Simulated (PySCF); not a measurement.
Molfile (atoms numbered from 1):
```
C11H10
     RDKit          3D

 21 22  0  0  0  0  0  0  0  0999 V2000
   -2.9263   -1.1930   -0.3596 C   0  0  0  0  0  0  0  0  0  0  0  0
   -1.8719   -0.1635   -0.1196 C   0  0  0  0  0  0  0  0  0  0  0  0
   -2.0833    1.2126    0.0776 C   0  0  0  0  0  0  0  0  0  0  0  0
   -0.8638    1.8794    0.2679 C   0  0  0  0  0  0  0  0  0  0  0  0
    0.1692    0.9337    0.1959 C   0  0  0  0  0  0  0  0  0  0  0  0
    1.5275    1.1979    0.3364 C   0  0  0  0  0  0  0  0  0  0  0  0
    2.6068    0.3144    0.2779 C   0  0  0  0  0  0  0  0  0  0  0  0
    2.5913   -1.0652    0.0601 C   0  0  0  0  0  0  0  0  0  0  0  0
    1.5131   -1.9246   -0.1537 C   0  0  0  0  0  0  0  0  0  0  0  0
    0.1503   -1.6180   -0.2034 C   0  0  0  0  0  0  0  0  0  0  0  0
   -0.4794   -0.3886   -0.0549 C   0  0  0  0  0  0  0  0  0  0  0  0
   -2.8740   -2.0167    0.3714 H   0  0  0  0  0  0  0  0  0  0  0  0
   -2.8425   -1.6452   -1.3624 H   0  0  0  0  0  0  0  0  0  0  0  0
   -3.9294   -0.7502   -0.2830 H   0  0  0  0  0  0  0  0  0  0  0  0
   -3.0666    1.6884    0.0818 H   0  0  0  0  0  0  0  0  0  0  0  0
   -0.7284    2.9461    0.4441 H   0  0  0  0  0  0  0  0  0  0  0  0
    1.7799    2.2487    0.5177 H   0  0  0  0  0  0  0  0  0  0  0  0
    3.5949    0.7611    0.4204 H   0  0  0  0  0  0  0  0  0  0  0  0
    3.5754   -1.5454    0.0562 H   0  0  0  0  0  0  0  0  0  0  0  0
    1.7680   -2.9779   -0.3011 H   0  0  0  0  0  0  0  0  0  0  0  0
   -0.5166   -2.4679   -0.3854 H   0  0  0  0  0  0  0  0  0  0  0  0
  1  2  1  0
  2  3  1  0
  3  4  2  0
  4  5  1  0
  5  6  2  0
  6  7  1  0
  7  8  2  0
  8  9  1  0
  9 10  2  0
 10 11  1  0
 11  2  2  0
 11  5  1  0
  1 12  1  0
  1 13  1  0
  1 14  1  0
  3 15  1  0
  4 16  1  0
  6 17  1  0
  7 18  1  0
  8 19  1  0
  9 20  1  0
 10 21  1  0
M  END
```

PySCF calculation with coordinates at the PBE0-D3(BJ)/def2-SVP level and PBE0/pcSseg-1 with gauge-including orbitals; one averaged value for each set of equivalent atoms, a single conformation, relativity neglected, no solvent.

Chemical shifts δ = σref − σ; $^{13}$C (σ = 184.41 ppm) and $^{1}$H (σ = 31.27 ppm) vs TMS, all at this level.

```csv
atoms,nucleus,count,δ (ppm)
C10,$^{13}$C,1,140.6
C2,$^{13}$C,1,?
H18,$^{1}$H,1,7.23
C4,$^{13}$C,1,120.5
H19,$^{1}$H,1,7.83
H12/H13/H14,$^{1}$H,3,?
H20,$^{1}$H,1,7.30
H16,$^{1}$H,1,7.54
C1,$^{13}$C,1,?
C8,$^{13}$C,1,144.7
C9,$^{13}$C,1,125.4
H21,$^{1}$H,1,?
C3,$^{13}$C,1,145.0
H17,$^{1}$H,1,8.34
C5,$^{13}$C,1,144.2
H15,$^{1}$H,1,7.97
C7,$^{13}$C,1,126.4
C6,$^{13}$C,1,?
C11,$^{13}$C,1,?
```

Q: Fill in the missing shifts.

A: 
- C6: 143.6 ppm, aromatic CH
- C11: 140.3 ppm, substituted aromatic carbon
- C2: 129.4 ppm, substituted aromatic carbon
- C1: 14.7 ppm, methyl carbon on an aromatic ring; saturated and bonded to C and H only
- H21: 8.40 ppm, hydrogen on an aromatic CH; ring-current deshielding
- H12/H13/H14: 2.79 ppm, hydrogen on a methyl carbon on an aromatic ring; benzylic-type position, deshielded by the ring

Shifts are as computed. Against solution values, carbons near 30 ppm lie about +2 ppm off and those near 130 ppm about +5 ppm (rms about the fit 1.9 ppm; single classes can miss by 10 ppm). Of 1328 compounds with measured shifts, 309 miss one by over three times the rms of a fit or turn the order of signals round; such compounds aren't used in these exercises. Signals without a measured value on file couldn't be tested in this way; 1H shifts scatter by 0.2 ppm about their fit, and single ones miss by 0.5 ppm.
